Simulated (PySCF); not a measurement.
## Calculated data, CH$_{7}$BGeN

Calculation on a computer-drawn molecule: optimised geometry and harmonic frequencies of an isolated molecule of the commonest isotopes, restricted reference for singlets and unrestricted otherwise, frozen core in MP2; on germanium a core potential holds 10 electrons, which the energies leave out, and 3d is frozen in MP2 and coupled-cluster steps. Program: PySCF 2.14.0.

## CH$_{7}$BGeN

Start structure:
```xyz
11
CH7BGeN
C      2.2651    -1.0402     0.0110
B      2.4512     0.2195     0.6756
N      1.7087     1.2806     0.1794
Ge     0.6091     1.5548    -1.1871
H      2.6833    -1.9992     0.2919
H      1.5513    -1.2065    -0.8580
H      3.1858     0.3085     1.5464
H      1.8794     2.3047     0.6665
H      0.1853     2.9899    -1.2845
H      1.2172     1.1174    -2.5204
H     -0.6648     0.7155    -1.0711
```

* charge: 0
* multiplicity: 2
* method: HF
* basis: cc-pVDZ
* basis and core potential on germanium: cc-pVDZ-PP ECP10MDF
* rotational constants: withheld

Drawn bonds:
```tsv
atom	other atom	order
1	2	1
2	3	1
3	4	1
1	5	1
1	6	1
2	7	1
3	8	1
4	9	1
4	10	1
4	11	1
```

Question: What rotational constants does the calculation give for CH$_{7}$BGeN?
Answer: 11.62, 2.378, 2.024 GHz

Further results for CH$_{7}$BGeN:

- total energy: -414.4668 hartree
- spin squared: 0.7607
- convergence status largest gradient component: 1.089e-05 hartree/bohr

Optimised structure:
```xyz
11
CH7BGeN
C      2.2308    -1.1554    -0.0178
B      2.4089     0.2433     0.6389
N      1.7434     1.3964     0.1727
Ge     0.5578     1.5833    -1.2393
H      2.7504    -2.0327     0.3543
H      1.5903    -1.3534    -0.8744
H      3.1448     0.3593     1.5879
H      1.9322     2.2449     0.6712
H      0.1602     3.0603    -1.2709
H      1.2305     1.1899    -2.5556
H     -0.6775     0.7090    -1.0172
```

Modes:
```tsv
frequency (cm⁻¹)	reduced mass (dalton)
75.95	1.08
153	3.944
173.6	1.431
300.8	1.47
443.7	2.252
573	1.125
598.1	2.363
679.6	1.231
712.5	1.201
725.1	1.516
883.2	1.826
948.6	1.227
948.8	1.048
959.2	1.18
973.6	1.024
1051	2.23
1139	1.214
1395	1.469
1460	2.788
1564	1.278
2227	1.024
2233	1.024
2253	1.011
2655	1.095
3262	1.058
3350	1.111
3815	1.076
```
